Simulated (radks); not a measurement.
Results of a calculation; reference values are marked as such.
All-electron atom: Sm0.75+ in [Xe] 4f(up 3, down 3) 6s(up 1, down 0.25) (fractional occupations, a model configuration). Code: a radial shooting solver on a logarithmic mesh with Libxc functionals. Model: scalar-relativistic Kohn-Sham, LDA (Slater exchange, Perdew-Wang correlation), spin-polarised, spherical densities, point nucleus.

Normalised radial functions P(r) = r R(r), r in bohr:

r,5s down,5p up,4f down
0.004363,0.1170,0.0105,0.0000
0.006938,0.1453,0.0227,0.0000
0.01095,0.1554,0.0468,0.0000
0.01741,0.1179,0.0910,0.0002
0.02747,0.0039,0.1542,0.0009
0.04369,-0.1699,0.2083,0.0047
0.06948,-0.2433,0.1608,0.0210
0.1096,-0.0032,-0.0682,0.0784
0.1744,0.3497,-0.3009,0.2412
0.2751,0.0716,-0.0634,0.5523
0.4375,-0.5259,0.4336,0.9040
0.6903,0.0151,0.1159,0.9928
1.098,0.9378,-0.7238,0.7554
1.746,0.7373,-0.8135,0.4201
2.755,0.1892,-0.3383,0.1782
4.381,0.0130,-0.0506,0.0539
6.912,0.0002,-0.0019,0.0097
10.99,0.0000,0.0000,0.0006

5s down: eigenvalue -47.929 eV, 4 radial nodes at r = 0.0278, 0.110, 0.288, 0.686 bohr, <r> = 1.41 bohr, 90 % of the charge inside 2.03 bohr. 5p up: eigenvalue -27.904 eV, 3 radial nodes at r = 0.0984, 0.290, 0.735 bohr, <r> = 1.66 bohr, 90 % of the charge inside 2.45 bohr. 4f down: eigenvalue -7.158 eV, 0 radial nodes, <r> = 1.01 bohr, 90 % of the charge inside 1.77 bohr.
